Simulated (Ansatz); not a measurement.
# Ligand exchange: C2H7GeN + C4H8O → C2H6GeO + C4H9N

Species: C2H7GeN `C[CH2][Ge][NH2]`, singlet; C4H8O (cyclobutanol) `OC1CCC1`, singlet; C2H6GeO `C[CH2][Ge][OH]`, singlet; C4H9N `NC1CCC1`, singlet. The partners trade NH2 for OH: Ge–NH2 and C–OH bonds give way to Ge–OH and C–NH2.

Shapes, held fixed at every level: PBE0-D4/def2-TZVP. Flexible molecules stand in one conformer, not always the lowest. Programs: Ansatz 0.2.0. The zero-point and thermal change to 298 K, harmonic and unscaled (PBE0-D4/def2-TZVP), is -0.1 kJ/mol.

```csv
level,kind,ΔH(298 K) (kJ/mol),less CCSD(T)/def2-TZVPP
HF/def2-TZVPP,Hartree–Fock,-13.4,+3.3
BHLYP-D4/def2-TZVPP,global hybrid,-16.2,+0.5
PBE0-D4/def2-TZVPP,global hybrid,-16.7,0.0
r2SCAN0-D4/def2-TZVPP,global hybrid,-15.3,+1.4
wB97X-V/def2-TZVPP,range-separated hybrid,-18.4,-1.7
MP2/def2-SVP,perturbation theory,-17.6,-0.9
CCSD(T)/def2-SVP,coupled cluster or CI,-15.8,+0.9
CCSD(T)/def2-TZVPP,coupled cluster or CI,-16.7,0.0
```

The highest level, CCSD(T)/def2-TZVPP, gives ΔH(298 K) = -16.7 kJ/mol; the levels span -18.4 to -13.4. The column of differences is taken from that level and isn't an error. No measured value is set beside it here. Relativity is left out for Ge. Outer-core shells of Ge are correlated in most correlated rows, in sets that cover them unevenly.
